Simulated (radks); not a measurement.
The numbers below are computed, except where a source is named.
Neutral nickel inside a hard spherical wall (all orbitals vanish at R), configuration held at [Ar] 3d8 4s2 and not refilled when levels cross. Level of theory: scalar-relativistic Kohn-Sham, PBEsol, spin-polarised, spherical densities, finite nucleus; open shells are filled with parallel spins first; Fermi nuclear charge, rms radius 3.7757 fm (a radial shooting solver on a logarithmic mesh with Libxc functionals). Eigenvalues in eV for spin up, with the zero of energy where the potential of the charges vanishes at infinity; a dash marks a level that is unbound or too diffuse for the functional's potential to be trusted. A positive occupied level is held by the wall or, in an anion where self-interaction has pushed it up, behind a barrier. The pressure on the wall is -dE/dV.

R (bohr),E (hartree),kinetic (hartree),e(3s),e(3p),e(3d),e(4s),"e(4p, empty)","e(5s, empty)",pressure (GPa)
free,-1519.26612,1540.188,-111.78,-72.235,-9.790,-5.829,-1.241,-,0
12,-1519.26611,1540.188,-111.77,-72.233,-9.788,-5.828,-1.217,0.779,0.000276
10,-1519.26596,1540.190,-111.76,-72.218,-9.774,-5.816,-1.147,1.585,0.00488
8,-1519.26415,1540.205,-111.65,-72.107,-9.664,-5.718,-0.858,3.667,0.0882
4,-1518.98977,1541.390,-107.07,-67.561,-5.293,-0.114,7.710,37.289,54.3
3,-1518.09829,1544.515,-99.525,-60.150,2.006,12.586,23.878,88.545,477
2.5,-1516.57225,1549.537,-90.897,-51.690,10.842,31.046,45.659,150.33,1810
2,-1512.10559,1563.851,-73.531,-34.279,30.144,77.808,97.284,282.79,9020
